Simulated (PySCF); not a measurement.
Ba: electron affinity

Ba⁻ [Xe] 6s2 6p1 (2P) → Ba [Xe] 6s2 (1S), as a difference of total energies. Calculation: PySCF 2.14, in aug-cc-pwCVTZ-X2C with one added diffuse shell each of s, p, d, f type (12s11p9d5f, 125 functions); the spin-free X2C one-electron Hamiltonian (Gaussian nucleus). Correlated levels: valence: [Xe] frozen; valence and next inner shell: [Kr] 4d10 frozen. The calculations carry no spin-orbit coupling.

| method | electron affinity (eV) |
| --- | --- |
| UHF | -0.052 |
| MP2 (valence) | -0.028 |
| SCS-MP2 (valence) | -0.060 |
| CCSD (valence) | 0.123 |
| CCSD(T) (valence) | 0.158 |
| MP2 (valence and next inner shell) | -0.125 |
| SCS-MP2 (valence and next inner shell) | -0.139 |
| CCSD (valence and next inner shell) | 0.049 |
| CCSD(T) (valence and next inner shell) | 0.075 |

A first-order spin-orbit estimate (lowest level to lowest level, LS coupling) adds 0.029 eV.

Errors of the correlated levels include the incompleteness of this basis and the frozen core.

A negative affinity means that the anion lies above the atom at that level of theory.

The coupled-cluster amplitudes are large for Ba⁻ (T1 above 0.03 or a double amplitude above 0.15), so a single reference is strained.

For comparison: 0.145 eV (measured; photodetachment measurements, as compiled on the Wikipedia data page of electron affinities).
